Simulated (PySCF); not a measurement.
**CuCl⁺: energy against distance**

Set-up: PySCF, scalar-relativistic core potentials, basis sets Cu cc-pVDZ-PP with ECP10, Cl cc-pV(D+d)Z. Energies in eV from Cu⁺ (3d10) + Cl in their ground configurations at the same level. All curves are PBE0. state 1: ²Π (doublet), unpaired electrons π ↑; state 2: ²Σ⁺ (doublet), unpaired electrons σ ↑, a second solution, started from another occupation; state 3: ²Δ (doublet), unpaired electrons δ ↑, a second solution, started from another occupation.

| R (Å) | state 1 | state 2 | state 3 |
| --- | --- | --- | --- |
| 1.773 | -0.798 | -0.404 | 0.9564 |
| 1.856 | -1.328 | -0.965 | 0.2948 |
| 1.938 | -1.602 | -1.251 | -0.0645 |
| 2.000 | -1.691 | -1.337 | -0.1902 |
| 2.062 | -1.708 | -1.345 | -0.2250 |
| 2.124 | -1.676 | -1.295 | -0.1911 |
| 2.206 | -1.584 | -1.170 | -0.0692 |
| 2.309 | -1.430 | -0.967 | 0.1636 |
| 2.433 | -1.232 | -0.713 | 0.5061 |
| 2.598 | -1.000 | -0.431 | 0.9898 |

Put a parabola through the three lowest points of the state 1 curve and estimate Re, k and ωe (reduced mass 22.48 u; 1 eV/Å² = 0.16022 mdyn/Å; ωe = 1302.8·√(k/μ) cm⁻¹).

Through R = 2.0, 2.062, 2.124 Å the second-order coefficient is 6.37 eV/Å², so Re ≈ 2.053 Å, k ≈ 2.04 mdyn/Å and ωe ≈ 393 cm⁻¹. A polynomial fit of higher order to the unrounded PBE0 energies gives Re = 2.050 Å, k = 2.22 mdyn/Å, ωe = 410 cm⁻¹; anharmonicity and rounding make the difference.

The higher-order fit for each curve: state 1: Re = 2.050 Å, ωe = 410 cm⁻¹, De = 1.71 eV; state 2: Re = 2.037 Å, ωe = 454 cm⁻¹, minimum 1.35 eV below the ground-state fragments; state 3: Re = 2.059 Å, ωe = 467 cm⁻¹, minimum 0.225 eV below the ground-state fragments.

For an ion De counts to the pair picked by the measured ionisation energies or electron affinities, which need not be the lowest pair at this level. The state is the lowest single determinant that the PBE0 search found; with open d or f shells the true ground state can be another one.
